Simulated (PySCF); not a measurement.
Species: C₆H₈N₂.
Bonds: C1–C2 (double), C2–C3, C3–C4, C4–C5 (aromatic), C5–C6 (aromatic), C6–N7 (aromatic), N7–N8 (aromatic), C4–N8 (aromatic). Hydrogens: H9, H10 on C1; H11 on C2; H12, H13 on C3; H14 on C5; H15 on C6; H16 on N8.

Computed geometry: GFN2-xTB, gas phase.

Task: List the bond lengths, angles and torsions at this level.

Result: 
```json
{"bond": "C1=C2", "length (Å)": "1.319", "order": "double"}
{"bond": "C2–C3", "length (Å)": "1.501", "order": "single"}
{"bond": "C3–C4", "length (Å)": "1.492", "order": "single"}
{"bond": "C4–C5", "length (Å)": "1.378", "order": "aromatic"}
{"bond": "C5–C6", "length (Å)": "1.403", "order": "aromatic"}
{"bond": "C6–N7", "length (Å)": "1.317", "order": "aromatic"}
{"bond": "N7–N8", "length (Å)": "1.331", "order": "aromatic"}
{"bond": "C4–N8", "length (Å)": "1.353", "order": "aromatic"}
{"bond": "C1–H9", "length (Å)": "1.078", "order": "single"}
{"bond": "C1–H10", "length (Å)": "1.076", "order": "single"}
{"bond": "C2–H11", "length (Å)": "1.082", "order": "single"}
{"bond": "C3–H12, C3–H13", "length (Å)": "1.093", "order": "single"}
{"bond": "C5–H14", "length (Å)": "1.071", "order": "single"}
{"bond": "C6–H15", "length (Å)": "1.072", "order": "single"}
{"bond": "N8–H16", "length (Å)": "1.008", "order": "single"}
```

Bonds in one row agree within 0.01 Å and their mean is given. Orders are formal, as drawn. A selection of angles:
```json
{"angle": "C1–C2–C3", "degrees": "124.3"}
{"angle": "C2–C3–C4", "degrees": "110.6"}
{"angle": "C3–C4–C5", "degrees": "132.3"}
{"angle": "C3–C4–N8", "degrees": "121.9"}
{"angle": "C5–C4–N8", "degrees": "105.8"}
{"angle": "C4–C5–C6", "degrees": "104.9"}
{"angle": "C5–C6–N7", "degrees": "111.1"}
{"angle": "C6–N7–N8", "degrees": "105.5"}
{"angle": "C4–N8–N7", "degrees": "112.7"}
{"angle": "H16–N8–N7", "degrees": "120.3"}
{"angle": "H16–N8–C4", "degrees": "127.0"}
```

Dihedral angles: C1–C2–C3–C4 -119° (anticlinal); C2–C3–C4–C5 -122° (anticlinal). The mirror-image conformer, all signs reversed, is as good.

The 5-membered ring C4–C5–C6–N7–N8 has internal angles of 104.9° to 112.7°; it is planar, 0.00 Å rms from its mean plane, widest ring torsion 0°. The C–N distances run from 1.317 Å (C6–N7, aromatic) to 1.353 Å (C4–N8, aromatic), a spread of 0.036 Å. N8 (pyrrole-type nitrogen) is planar (angles 127.0°, 120.3° and 112.7°, sum 360.0°, 0.01 Å off the plane of its three neighbours). Of the pairs four or more bonds apart, H9···H12 is among the closest relative to their van der Waals radii: 2.42 Å, 101 % of the sum of Bondi's values. The C–C distances run from 1.319 Å (C1=C2, drawn double) to 1.501 Å (C2–C3, drawn single), a spread of 0.182 Å.

Point group: C1 (no symmetry element, even within 0.4 Å). GFN2-xTB frequencies: not computed here. The numbers are those of one conformer.
